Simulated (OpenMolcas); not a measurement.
Ce3+: moving the ligands

Ce3+ with 6 ligands (chloride) in trigonal antiprismatic coordination (D3d) at 2.77 Å, a polar angle of 50.4° against the regular 54.74°. A charge of +0.5 e stands 2.6 Å behind each ligand. Ligand basis ANO-RCC-VDZP.
```
Ce    0.0000    0.0000    0.0000
Cl    0.0000    2.1330    1.7673
Cl   -1.8472   -1.0665    1.7673
Cl    1.8472   -1.0665    1.7673
Cl    0.0000   -2.1330   -1.7673
Cl    1.8472    1.0665   -1.7673
Cl   -1.8472    1.0665   -1.7673
```

- Program: OpenMolcas 26.06
- Method: SS-CASPT2, IPEA 0.25 Eh, imaginary shift 0.1 Eh (closed shells correlated: 5s 5p and the ligand valence shells)
- Basis: ANO-RCC-VDZP [7s6p4d2f1g]
- Scalar Hamiltonian: DKH2, point nucleus
- Active space: 1 electron in 7 orbitals (4f)
- State averaging: 2S+1 = 2 odd, 7 roots
- Spin-orbit coupling: RASSI with atomic mean-field integrals over the reference wave functions

Runs around this geometry, states (labels of D3, the rotations of D3d). Energies in cm-1 above the lowest state or level, χT in cm3 K/mol.

| R (Å) | Ground state | First state of that spin | First gap with spin-orbit (degeneracies) | Width of lowest J | χT at 300 K |
| --- | --- | --- | --- | --- | --- |
| 2.64 | 2A2 | 2E 230 | 510 (2, 2) | 574 | 0.585 |
| 2.77 | 2A2 | 2E 160 | 390 (2, 2) | 457 | 0.657 |
| 2.9 | 2A2 | 2E 140 | 310 (2, 2) | 367 | 0.712 |

Taking the width of the lowest J multiplet as R^-n, n = -ln(367 / 574) / ln(2.9 / 2.64) = 4.8 between the shortest and longest distance.

Roots that are degenerate in the reference are averaged as groups; the widest CASPT2 spread within a group is 17 cm-1 (the 2-fold group of multiplicity 2 near 1090 cm-1 above the lowest state of its run, R = 2.64). Shifts and gaps below about the spread of the groups concerned are not significant. Over all roots computed the reference weight is 0.67 in R = 2.64, 0.67 in R = 2.77, 0.68 in R = 2.9; a low but even weight reflects the number of correlated electrons. Splittings of an f shell from a small cluster at a set distance can be off by tens of per cent, mostly too small. No measured value stands beside these numbers; the geometry is a model, was not optimised and need not be the one that this ion takes.
